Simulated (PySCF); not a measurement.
CH8BNO2Si, SMILES C[SiH2]NB(O)O.

The structure is a stationary point at r2SCAN-D4/def2-SVP. This is a generated structure with no PubChem entry under its InChIKey; it may be hypothetical. Other conformers were not sampled.

The numbers are results of r2SCAN-D4/def2-SVP run with PySCF 2.14.0, not measurements.

Frequencies are harmonic and unscaled.

Computed vibrational spectrum:
```json
[
 {"mode": "1", "ν (cm⁻¹)": "31", "IR (km/mol)": "5.0", "moving atoms (share of kinetic energy)": "C 32 %, O 26 %, H 24 %, N 12 %"},
 {"mode": "2", "ν (cm⁻¹)": "74", "IR (km/mol)": "0.0", "moving atoms (share of kinetic energy)": "O 47 %, H 20 %, C 17 %, N 12 %"},
 {"mode": "3", "ν (cm⁻¹)": "157", "IR (km/mol)": "2.6", "moving atoms (share of kinetic energy)": "H 67 %, O 17 %"},
 {"mode": "4", "ν (cm⁻¹)": "198", "IR (km/mol)": "1.9", "moving atoms (share of kinetic energy)": "H 55 %, Si 18 %, O 18 %"},
 {"mode": "5", "ν (cm⁻¹)": "240", "IR (km/mol)": "3.3", "moving atoms (share of kinetic energy)": "H 32 %, N 29 %, Si 18 %, C 15 %"},
 {"mode": "6", "ν (cm⁻¹)": "342", "IR (km/mol)": "2.7", "moving atoms (share of kinetic energy)": "H 82 %, O 8 %"},
 {"mode": "7", "ν (cm⁻¹)": "384", "IR (km/mol)": "2.1", "moving atoms (share of kinetic energy)": "O 50 %, Si 21 %, H 18 %"},
 {"mode": "8", "ν (cm⁻¹)": "454", "IR (km/mol)": "38.7", "moving atoms (share of kinetic energy)": "H 68 %, O 19 %"},
 {"mode": "9", "ν (cm⁻¹)": "487", "IR (km/mol)": "40.7", "moving atoms (share of kinetic energy)": "H 77 %, O 14 %"},
 {"mode": "10", "ν (cm⁻¹)": "511", "IR (km/mol)": "50.6", "moving atoms (share of kinetic energy)": "H 93 %"},
 {"mode": "11", "ν (cm⁻¹)": "514", "IR (km/mol)": "106.8", "moving atoms (share of kinetic energy)": "H 52 %, O 25 %, N 13 %"},
 {"mode": "12", "ν (cm⁻¹)": "653", "IR (km/mol)": "54.4", "moving atoms (share of kinetic energy)": "B 64 %, O 12 %, H 11 %"},
 {"mode": "13", "ν (cm⁻¹)": "667", "IR (km/mol)": "8.1", "moving atoms (share of kinetic energy)": "H 37 %, C 20 %, B 16 %, N 10 %, O 9 %, Si 8 %"},
 {"mode": "14", "ν (cm⁻¹)": "697", "IR (km/mol)": "17.9", "moving atoms (share of kinetic energy)": "H 55 %, C 20 %, Si 14 %, O 8 %"},
 {"mode": "15", "ν (cm⁻¹)": "751", "IR (km/mol)": "65.8", "moving atoms (share of kinetic energy)": "H 59 %, C 21 %, Si 17 %"},
 {"mode": "16", "ν (cm⁻¹)": "812", "IR (km/mol)": "76.3", "moving atoms (share of kinetic energy)": "N 35 %, H 34 %, O 14 %, Si 12 %"},
 {"mode": "17", "ν (cm⁻¹)": "894", "IR (km/mol)": "28.0", "moving atoms (share of kinetic energy)": "H 81 %, C 14 %"},
 {"mode": "18", "ν (cm⁻¹)": "928", "IR (km/mol)": "180.5", "moving atoms (share of kinetic energy)": "H 77 %"},
 {"mode": "19", "ν (cm⁻¹)": "937", "IR (km/mol)": "96.6", "moving atoms (share of kinetic energy)": "H 54 %, N 20 %, O 18 %"},
 {"mode": "20", "ν (cm⁻¹)": "946", "IR (km/mol)": "207.8", "moving atoms (share of kinetic energy)": "H 73 %, Si 12 %"},
 {"mode": "21", "ν (cm⁻¹)": "986", "IR (km/mol)": "102.9", "moving atoms (share of kinetic energy)": "H 79 %, O 16 %"},
 {"mode": "22", "ν (cm⁻¹)": "1020", "IR (km/mol)": "121.7", "moving atoms (share of kinetic energy)": "H 76 %, O 16 %"},
 {"mode": "23", "ν (cm⁻¹)": "1206", "IR (km/mol)": "11.7", "moving atoms (share of kinetic energy)": "H 63 %, N 18 %, O 10 %"},
 {"mode": "24", "ν (cm⁻¹)": "1255", "IR (km/mol)": "30.7", "moving atoms (share of kinetic energy)": "H 78 %, C 22 %"},
 {"mode": "25", "ν (cm⁻¹)": "1405", "IR (km/mol)": "614.6", "moving atoms (share of kinetic energy)": "B 63 %, N 15 %, O 13 %, H 10 %"},
 {"mode": "26", "ν (cm⁻¹)": "1427", "IR (km/mol)": "10.0", "moving atoms (share of kinetic energy)": "H 93 %"},
 {"mode": "27", "ν (cm⁻¹)": "1430", "IR (km/mol)": "12.5", "moving atoms (share of kinetic energy)": "H 94 %"},
 {"mode": "28", "ν (cm⁻¹)": "1481", "IR (km/mol)": "364.3", "moving atoms (share of kinetic energy)": "B 68 %, O 15 %, H 13 %"},
 {"mode": "29", "ν (cm⁻¹)": "2181", "IR (km/mol)": "148.5", "moving atoms (share of kinetic energy)": "H 97 %"},
 {"mode": "30", "ν (cm⁻¹)": "2220", "IR (km/mol)": "137.6", "moving atoms (share of kinetic energy)": "H 97 %"},
 {"mode": "31", "ν (cm⁻¹)": "3032", "IR (km/mol)": "2.5", "moving atoms (share of kinetic energy)": "H 97 %"},
 {"mode": "32", "ν (cm⁻¹)": "3139", "IR (km/mol)": "3.8", "moving atoms (share of kinetic energy)": "H 91 %, C 9 %"},
 {"mode": "33", "ν (cm⁻¹)": "3141", "IR (km/mol)": "3.6", "moving atoms (share of kinetic energy)": "H 91 %, C 9 %"},
 {"mode": "34", "ν (cm⁻¹)": "3598", "IR (km/mol)": "19.0", "moving atoms (share of kinetic energy)": "H 93 %"},
 {"mode": "35", "ν (cm⁻¹)": "3858", "IR (km/mol)": "65.8", "moving atoms (share of kinetic energy)": "H 94 %"},
 {"mode": "36", "ν (cm⁻¹)": "3908", "IR (km/mol)": "61.9", "moving atoms (share of kinetic energy)": "H 94 %"}
]
```
